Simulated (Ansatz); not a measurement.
`C=CCCCl` + `BNB` → `BN(B)CC=C` + `CCl`  (substitution at a C–C bond)

Isolated molecules relaxed with PBE0-D4/def2-TZVP in Ansatz; ΔE leaves out vibrations. CCSD(T)/CBS is the MP2 limit (def2-TZVPP, def2-QZVPP) plus CCSD(T) − MP2 in def2-TZVPP, frozen cores. This one scheme is used for every species. Functionals use def2-TZVPP. B3LYP here is the variant with VWN-RPA as its local correlation; programs differ in this. One conformer a species, not always the lowest.

```tsv
level	ΔE (kcal/mol)	difference from CCSD(T)/CBS
PBE-D4	7.9	-0.7
revPBE-D4	7.2	-1.4
PBE0-D4	8.3	-0.3
B3LYP-D4	7.9	-0.7
r2SCANh-D4	8.6	0.0
BHLYP-D4	8.5	-0.1
ωB97X-V	8.3	-0.3
revPBE	9.4	0.8
BLYP	9.1	0.5
r2SCANh	8.8	0.2
BHLYP	9.5	0.9
CCSD/def2-SVP	9.7	1.1
SCS-MP2/def2-TZVPP	8.6	0.0
MP2/def2-QZVPP	8.8	0.2
SCS-MP2/def2-QZVPP	8.8	0.2
HF/CBS(def2)	10.1	1.5
CCSD(T)/CBS	8.6	0
```

Largest T1 diagnostic among the species: 0.012.

Leaving LDA and LC-ωPBE aside and taking each functional with its dispersion term where it has one, the values, not all of them listed here, spread over 1.8 kcal/mol, from revPBE-D4 to B2PLYP. LDA lies −1.4 kcal/mol from PBE without D4. In def2-TZVPP, CCSD(T) changes the Hartree–Fock value by −2.0 kcal/mol (the triples alone add −0.4 kcal/mol) and MP2 by −1.6 kcal/mol.
